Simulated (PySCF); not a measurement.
Electron correlation in As+ (arsenic, charge +1)

[Ar] 3d10 4s2 4p2, high-spin 3P determinant. Computed with PySCF 2.14 in dyall-av2z (16s12p8d, 92 functions), with the non-relativistic Hamiltonian (point nucleus). Frozen: [Ar] 3d10; 4 electrons correlated; the 34 highest virtual orbitals of each spin left out.

| level | correlation energy (mhartree) |
| --- | --- |
| CCSD | -63.47 |
| (T) | -0.92 |
| CCSD(T) | -64.39 |

Diagnostics: T1 = 0.0075, D1 = 0.0207, largest double amplitude 0.096.

Cost of the coupled-cluster step: roughly 4 core-seconds, for 4 correlated electrons.

Iterations:

```
CC2 = 0
CCSD nocc = (np.int64(3), np.int64(1)), nmo = (44, 44)
frozen orbitals [[0, 1, 2, 3, 4, 5, 6, 7, 8, 9, 10, 11, 12, 13, 58, 59, 60, 61, 62, 63, 64, 65, 66, 67, 68, 69, 70, 71, 72, 73, 74, 75, 76, 77, 78, 79, 80, 81, 82, 83, 84, 85, 86, 87, 88, 89, 90, 91], [0, 1, 2, 3, 4, 5, 6, 7, 8, 9, 10, 11, 12, 13, 58, 59, 60, 61, 62, 63, 64, 65, 66, 67, 68, 69, 70, 71, 72, 73, 74, 75, 76, 77, 78, 79, 80, 81, 82, 83, 84, 85, 86, 87, 88, 89, 90, 91]]
max_cycle = 100
direct = 0
conv_tol = 1e-08
conv_tol_normt = 1e-06
diis_space = 8
diis_start_cycle = 0
Init t2, MP2 energy = -0.0466444026004714
Init E_corr(UCCSD) = -0.046644402613399
cycle = 1  E_corr(UCCSD) = -0.0583186362652007  dE = -0.0116742337  norm(t1,t2) = 0.0469585
cycle = 2  E_corr(UCCSD) = -0.0616339735558419  dE = -0.00331533729  norm(t1,t2) = 0.0173447
cycle = 3  E_corr(UCCSD) = -0.0634822455907232  dE = -0.00184827203  norm(t1,t2) = 0.00765693
cycle = 4  E_corr(UCCSD) = -0.0634661367205887  dE = 1.61088701e-05  norm(t1,t2) = 0.00133087
cycle = 5  E_corr(UCCSD) = -0.0634770403983459  dE = -1.09036778e-05  norm(t1,t2) = 0.000182853
cycle = 6  E_corr(UCCSD) = -0.0634733784234917  dE = 3.66197485e-06  norm(t1,t2) = 2.9458e-05
cycle = 7  E_corr(UCCSD) = -0.0634749367823469  dE = -1.55835886e-06  norm(t1,t2) = 5.17333e-06
cycle = 8  E_corr(UCCSD) = -0.0634745263263727  dE = 4.10455974e-07  norm(t1,t2) = 1.43797e-06
cycle = 9  E_corr(UCCSD) = -0.0634745568976752  dE = -3.05713024e-08  norm(t1,t2) = 1.96906e-07
cycle = 10  E_corr(UCCSD) = -0.0634745598867073  dE = -2.98903211e-09  norm(t1,t2) = 3.96418e-08
UCCSD converged
E(UCCSD) = -2233.929127822185  E_corr = -0.06347455988670726
UCCSD(T) correction = -0.00092448131117356
```
